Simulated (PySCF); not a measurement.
Estimate the missing entries of this data sheet.

Compound: C4H9FGe.
SMILES with atom numbers: `[CH3:1][Ge@H:2]1[CH2:3][C@@H:4]([F:5])[CH2:6]1` (hydrogens: H7, H8, H9 on C1; H10 on Ge2; H11, H12 on C3; H13 on C4; H14, H15 on C6)

Geometry (PBE0-D3(BJ)/def2-SVP, Å), atoms numbered from 1 in this order:
```xyz
15
C4H9FGe angstrom
C      2.116    0.060    0.041
Ge     0.462   -0.099   -0.971
C     -0.948   -1.234   -0.153
C     -1.501    0.038    0.505
F     -0.862    0.200    1.727
C     -0.999    1.138   -0.440
H      2.734   -0.842   -0.079
H      2.699    0.929   -0.296
H      1.864    0.185    1.103
H      0.734   -0.274   -2.482
H     -0.719   -2.038    0.560
H     -1.632   -1.616   -0.926
H     -2.587    0.040    0.715
H     -1.694    1.297   -1.278
H     -0.807    2.097    0.061
```

```csv
property,level,value
point group,PBE0-D3(BJ)/def2-SVP,?
"rotational constants A, B, C",PBE0-D3(BJ)/def2-SVP,?
dipole moment,B3LYP/def2-SVPD,?
HOMO energy,B3LYP/def2-SVPD,?
LUMO energy,B3LYP/def2-SVPD,?
lowest singlet excitation,TDDFT B3LYP/def2-SVPD,?
strongest line among the 6 lowest singlet transitions,TDDFT B3LYP/def2-SVPD,?
static isotropic polarisability,B3LYP/def2-SVPD,78.9 au
electronic spatial extent ⟨r²⟩ about the centre of nuclear charge,B3LYP/def2-SVPD,810 bohr²
```

The electronic properties come from PySCF, for the isolated species, density fitting. The calculation is non-relativistic and has no spin–orbit coupling, an omission that weighs most on germanium.

Give the LUMO energy.

0.29 eV.

Give the point group.

Cs.

What is the dipole moment?

1.40 D.

The HOMO energy?

-7.62 eV.

Give the lowest singlet excitation.

6.88 eV (180 nm, f = 0.009).

The strongest line among the 6 lowest singlet transitions?

S4 at 7.24 eV (171 nm, f = 0.112).

What are the rotational constants A, B, C?

3.766, 1.932, 1.697 GHz.

The dipole equals about 4.7 × 10⁻³⁰ C·m (1 D = 3.33564 × 10⁻³⁰ C·m). The rotational constants make it an asymmetric top with κ = (2B − A − C)/(A − C) = -0.77, nearer the prolate limit (−1).

One conformer stands for the species.
